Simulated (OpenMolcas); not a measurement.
I2+.

```
Program             : OpenMolcas 26.06
Basis               : ANO-RCC [10s9p8d5f3g]
Scalar Hamiltonian  : DKH2, point nucleus
Active space        : 5 electrons in 9 orbitals (RAS2 5s 5p; RAS3 5d, at most 2 electrons)
State averaging     : 2S+1 = 4 odd, 1 root; 2S+1 = 2 odd, 11 roots; 2S+1 = 4 even, 3 roots; 2S+1 = 2 even, 8 roots
Spin-orbit coupling : RASSI with atomic mean-field integrals over the reference wave functions, term energies averaged over their components
```

Two sets of levels on these reference wave functions, in cm⁻¹ above 5s² 5p³ ⁴S°_3/2: one from RASSCF and one from MS-RASPT2, IPEA 0.25 Eh, imaginary shift 0.1 Eh (closed shells correlated: 4d).

| Level | Set 1 | Set 2 |
| --- | --- | --- |
| 5s² 5p³ ⁴S°_3/2 | 0.0 | 0.0 |
| 5s² 5p³ ²D°_3/2 | 16060 | 11820 |
| 5s² 5p³ ²D°_5/2 | 18940 | 14510 |
| 5s² 5p³ ²P°_1/2 | 28470 | 24260 |
| 5s² 5p³ ²P°_3/2 | 32510 | 28490 |
| 5s 5p⁴ ⁴P_5/2 | 83030 | 85760 |
| 5s 5p⁴ ⁴P_3/2 | 87820 | 90600 |
| 5s 5p⁴ ⁴P_1/2 | 90630 | 93480 |

Question: Which set is which?

Answer: Set 2 is MS-RASPT2. Its levels of the other terms of 5s² 5p³ lie at 0.74 to 0.88 of the other set's values, as expected, since terms of lower spin or lower L gain more correlation energy than the Hund ground term.

CASPT2 breaks the degeneracy within a term, and the mean is taken; among the terms shown or strongly mixed into the levels shown the widest spread is 33 cm-1 (5s² 5p³ ²D°, MS-RASPT2). The run also gave levels led by 5s 5p³ 5d, 5s² 5p² 5d, which use shells meant for correlation; these and all levels above them are left out. Some terms mix strongly with configurations of 5d, whose occupation reaches 0.17 (5s 5p⁴ ⁴P). Only configurations of the active space appear. Levels that lie high or do not pair safely by name in every column are left out.

° marks odd parity.
